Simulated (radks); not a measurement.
The numbers below are computed, except where a source is named.
The nuclear charge of the silicon ion Si+ is varied continuously with 13 electrons held in [Ne] 3s2 3p1. Code: a radial shooting solver on a logarithmic mesh with Libxc functionals. Model: non-relativistic Kohn-Sham, TPSS, spin-unpolarised, spherical densities, point nucleus; meta-GGA in the generalised Kohn-Sham scheme. By the Hellmann-Feynman theorem dE/dZ = E(electron-nucleus)/Z, the electronic potential at the nucleus.

| Z | E (hartree) | E(electron-nucleus)/Z (hartree) | HOMO | e(HOMO) (eV) | <r> HOMO (bohr) |
|---|---|---|---|---|---|
| 13 | -242.37330 | -44.5092 | 3p | -2.695 | 3.426 |
| 13.25 | -253.63811 | -45.6088 | 3p | -4.561 | 3.091 |
| 13.5 | -265.17750 | -46.7060 | 3p | -6.686 | 2.835 |
| 13.75 | -276.99093 | -47.8012 | 3p | -9.053 | 2.628 |
| 14 | -289.07799 | -48.8950 | 3p | -11.655 | 2.456 |
| 14.25 | -301.43834 | -49.9876 | 3p | -14.482 | 2.310 |
| 14.5 | -314.07169 | -51.0791 | 3p | -17.531 | 2.183 |
| 14.75 | -326.97783 | -52.1698 | 3p | -20.795 | 2.072 |
| 15 | -340.15655 | -53.2598 | 3p | -24.273 | 1.973 |

The central difference of E at Z = 14 is -48.895 hartree, to compare with the third column; the second derivative is -4.37 hartree.
